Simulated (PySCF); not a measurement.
Fractional electron number in Co²⁺ (cobalt, charge +2)

The 3d beta orbital of [Ar] 3d7 is emptied in steps (occupation f), with all orbitals relaxed, ending at [Ar] 3d6. Computed with PySCF 2.14 in def2-SVP (5s3p2d1f, 31 functions), with no relativity, point nucleus. The exact energy is a straight line in f; departures are measured from the line between the end points of the same method.

**Question.** Among BHandHLYP, wB97X, B3LYP, which shows the largest delocalisation error (convex curve), and which is closest to linear?

**Answer.** Most convex: B3LYP (-1.600 eV at f = 0.4); closest to linear: BHandHLYP (-0.766 eV).

```csv
f,BHandHLYP (eV),wB97X (eV),B3LYP (eV)
1,0.000,0.000,0.000
0.8,-0.497,-0.539,-1.053
0.6,-0.756,-0.817,-1.590
0.4,-0.766,-0.826,-1.600
0.2,-0.518,-0.556,-1.074
0,0.000,0.000,0.000
```

```
   method  E(f=0) − E(f=1) (eV)  −ε at f=1 (eV)  −ε at f=0.4 (eV)
BHandHLYP                33.913          30.845            34.500
    wB97X                34.063          30.733            34.708
    B3LYP                34.602          28.065            35.881
```

Reference removal energy between the ground levels: 33.5 ± 0.06 eV (semi-empirical (NIST evaluation); NIST Atomic Spectra Database, ionization energies). The calculation has no spin-orbit coupling. The determinant left behind need not be the lowest term of the ion.
